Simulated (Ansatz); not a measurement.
## Ansatz (development build ahead of 0.2.0) run

```yaml
crystal:
  periodic: [false, false, false]
  atoms:
    - { symbol: Si, position_ang: [0.00516, -0.04729, 0.0154] }
    - { symbol: F, position_ang: [0.89487, 0.8975, 0.87428] }
    - { symbol: F, position_ang: [0.88082, -0.91807, -0.88018] }
    - { symbol: F, position_ang: [-0.87521, 0.88684, -0.91252] }
    - { symbol: F, position_ang: [-0.8692, -0.92648, 0.9304] }
basis:
  gaussian: { orbitals: cc-pVDZ }
hamiltonian:
  xc: hf
```

The input is written out in the form of the current development build from the run's settings.

Results

```
Converged                       : yes
Total energy                    : -686.92965 hartree
Spin squared of the determinant : 0.000
```
